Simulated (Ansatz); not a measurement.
Coupled-cluster run, Cl2H4N2Sn (`[NH2][Sn]([NH2])([Cl])[Cl]`).

```yaml
crystal:
  periodic: [false, false, false]
  atoms:
    - {symbol: N, position_ang: [-1.611166, 0.628372, -0.320923]}
    - {symbol: Sn, position_ang: [0.305516, 0.073636, -0.346109]}
    - {symbol: N, position_ang: [0.736959, -0.876933, 1.354591]}
    - {symbol: Cl, position_ang: [0.532528, -1.173999, -2.290541]}
    - {symbol: Cl, position_ang: [1.858342, 1.794989, -0.469085]}
    - {symbol: H, position_ang: [-1.945863, 0.926276, -1.228593]}
    - {symbol: H, position_ang: [-1.809863, 1.357918, 0.352630]}
    - {symbol: H, position_ang: [1.732268, -0.994421, 1.496586]}
    - {symbol: H, position_ang: [0.289778, -1.781939, 1.434343]}
basis:
  gaussian: {orbitals: def2-TZVPP}
correlation: {method: ccsd_t}
output: {orbitals: {seedname: orbitals}}
```

```sh
$ ansatz run in.yaml --threads 4 --pin off --events-out ev --progress --plain --max-ram 10444MiB
```

The program prints (abridged):

```
Functional definition: HF
1660 factors; integrals over basis functions are off by at most 1.2e-3 eV
mean field evaluation 1: about -33840.1299 eV, gradient 4.8e1 eV
mean field evaluation 2: about -33840.3317 eV, gradient 4.8e1 eV
mean field evaluation 4: about -33844.8611 eV, gradient 3.3e0 eV
mean field evaluation 8: about -33844.9111 eV, gradient 2.2e-1 eV
mean field -33844.91135737 eV, -1243.7775514784 hartree, gradient 2.9e-6 eV, S^2 0.000000; 0 other end points of the search recorded, 0 dependent functions left out
16 core orbitals not correlated: weight in the atoms' cores, before any rotation towards them, 1.000 or more for the frozen orbitals, at most 0.000 for the correlated occupied ones
reference -33844.91135737 eV, -1243.7775514784 hartree; 21, 21 occupied and 215, 215 virtual orbitals, 1660 factors
second order -30.68733442 eV of doubles, -0.00000000 eV of singles
cycle   1  -30.82401075 eV  change   -1.4e-1 eV  update   1.1e-1
cycle   2  -31.48050826 eV  change   -6.6e-1 eV  update   3.1e-2
cycle   3  -31.61864361 eV  change   -1.4e-1 eV  update   1.7e-2
cycle   4  -31.60344639 eV  change    1.5e-2 eV  update   4.2e-3
cycle   5  -31.60142071 eV  change    2.0e-3 eV  update   2.2e-3
cycle   6  -31.60236887 eV  change   -9.5e-4 eV  update   7.7e-4
cycle   7  -31.60218757 eV  change    1.8e-4 eV  update   4.1e-4
cycle   8  -31.60213252 eV  change    5.5e-5 eV  update   1.4e-4
cycle   9  -31.60218762 eV  change   -5.5e-5 eV  update   5.7e-5
cycle  10  -31.60216651 eV  change    2.1e-5 eV  update   1.7e-5
perturbative correction -1.24686268 eV, -0.0458213583 hartree
Total energy: -33877.76038656 eV, -1244.9847310353 hartree
```

It took 8.1 min on 4 threads of an AMD EPYC on a shared host, with 5.8 GiB of host memory at the peak.

The correlation energy is -32.849 eV, 3.8 % of it from (T); the T1 diagnostic reads 0.0115.
